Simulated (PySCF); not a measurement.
Cl₂H₄N₂Si, SMILES N[Si](Cl)(N)Cl.

Coordinates come from a B3LYP-D3(BJ)/def2-SVP optimisation. The values are those of a single conformer.

Level of theory: PBE/def2-TZVP (PySCF).

**Question.** Estimate the frontier levels, gap, dipole moment and polarisability. (The exact figures need the calculation; the answer reports its results.)

**Answer.** 
- highest occupied level = -6.55 eV
- lowest empty level = -0.39 eV
- orbital gap = 6.16 eV
- dipole moment = 0.498 e·Å
- quadrupole, principal values (traceless, Buckingham form, about the centre of nuclear charge) = -8.07, -1.02, 9.09 D·Å
- mean static polarisability = 63.4 bohr³ (9.39 Å³)
- polarisability, principal values = 57.7, 64.1, 68.3 bohr³
